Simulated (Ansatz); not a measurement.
Start from `[OH][Al]([F])[SH]` and change one atom or group to get `[OH][Al]([F])[CH2][SeH]`.

Ansatz, PBE0-D4/def2-TZVP geometries, multiplicity 1. Each molecule was computed in one conformer, which needn't be the lowest.

Scalar relativity is left out up to krypton.

```json
{"property": "LUMO energy (PBE/def2-TZVPP) / eV", "`[OH][Al]([F])[SH]`": "-1.61"}
{"property": "HOMO energy (B3LYP/def2-TZVPP) / eV", "`[OH][Al]([F])[SH]`": "-7.77"}
{"property": "ideal-gas entropy at 298 K and 1 bar (rigid rotor, harmonic PBE0-D4/def2-TZVP) / J/(mol·K)", "`[OH][Al]([F])[SH]`": "323"}
{"property": "LUMO energy (B3LYP/def2-TZVPP) / eV", "`[OH][Al]([F])[SH]`": "-1.08"}
{"property": "HOMO–LUMO gap (PBE/def2-TZVPP) / eV", "`[OH][Al]([F])[SH]`": "5.18"}
{"property": "HOMO–LUMO gap (B3LYP/def2-TZVPP) / eV", "`[OH][Al]([F])[SH]`": "6.69"}
```

**Question.** Give the same properties after the change, and the shifts. (An estimate is asked.)

**Answer.** The calculation gave: 
```json
{"property": "LUMO energy (PBE/def2-TZVPP) / eV", "`[OH][Al]([F])[CH2][SeH]`": "-1.61", "shift": "0.00"}
{"property": "HOMO energy (B3LYP/def2-TZVPP) / eV", "`[OH][Al]([F])[CH2][SeH]`": "-6.76", "shift": "1.01"}
{"property": "ideal-gas entropy at 298 K and 1 bar (rigid rotor, harmonic PBE0-D4/def2-TZVP) / J/(mol·K)", "`[OH][Al]([F])[CH2][SeH]`": "371", "shift": "48"}
{"property": "LUMO energy (B3LYP/def2-TZVPP) / eV", "`[OH][Al]([F])[CH2][SeH]`": "-1.01", "shift": "0.07"}
{"property": "HOMO–LUMO gap (PBE/def2-TZVPP) / eV", "`[OH][Al]([F])[CH2][SeH]`": "4.22", "shift": "-0.96"}
{"property": "HOMO–LUMO gap (B3LYP/def2-TZVPP) / eV", "`[OH][Al]([F])[CH2][SeH]`": "5.76", "shift": "-0.93"}
```

The zero-point energy changes by 66.6 kJ/mol with +9 modes.

B3LYP here is the variant with VWN-RPA as its local correlation; programs differ in this.
